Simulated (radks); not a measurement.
Results of a calculation; reference values are marked as such.
The nuclear charge of neutral erbium is varied continuously with 68 electrons held in [Xe] 4f12 6s2. Code: a radial shooting solver on a logarithmic mesh with Libxc functionals. Model: scalar-relativistic Kohn-Sham, r2SCAN, spin-polarised, spherical densities, finite nucleus; open shells are filled with parallel spins first (spin-orbit coupling, left out, can overturn this in heavy ions); meta-GGA in the generalised Kohn-Sham scheme; Fermi nuclear charge, rms radius 5.2516 fm. By the Hellmann-Feynman theorem dE/dZ = E(electron-nucleus)/Z, the electronic potential at the nucleus (averaged over a nucleus of fixed radius). The scalar-relativistic energy here is not variational (the density holds large components alone), so the two differ by a part that grows with Z.

[
 {"Z": "68", "E (hartree)": "-13086.4014", "E(electron-nucleus)/Z (hartree)": "-472.285", "HOMO": "4f", "e(HOMO) (eV)": "-2.004", "<r> HOMO (bohr)": "0.8473"},
 {"Z": "68.2", "E (hartree)": "-13181.6823", "E(electron-nucleus)/Z (hartree)": "-474.370", "HOMO": "4f", "e(HOMO) (eV)": "-4.700", "<r> HOMO (bohr)": "0.8243"},
 {"Z": "68.4", "E (hartree)": "-13277.3866", "E(electron-nucleus)/Z (hartree)": "-476.452", "HOMO": "6s", "e(HOMO) (eV)": "-6.428", "<r> HOMO (bohr)": "3.764"},
 {"Z": "68.6", "E (hartree)": "-13373.5140", "E(electron-nucleus)/Z (hartree)": "-478.533", "HOMO": "6s", "e(HOMO) (eV)": "-7.822", "<r> HOMO (bohr)": "3.626"},
 {"Z": "68.8", "E (hartree)": "-13470.0645", "E(electron-nucleus)/Z (hartree)": "-480.614", "HOMO": "6s", "e(HOMO) (eV)": "-9.287", "<r> HOMO (bohr)": "3.503"},
 {"Z": "69", "E (hartree)": "-13567.0381", "E(electron-nucleus)/Z (hartree)": "-482.695", "HOMO": "6s", "e(HOMO) (eV)": "-10.819", "<r> HOMO (bohr)": "3.393"}
]

 No converged solution with all levels bound was reached at Z = 67.8.
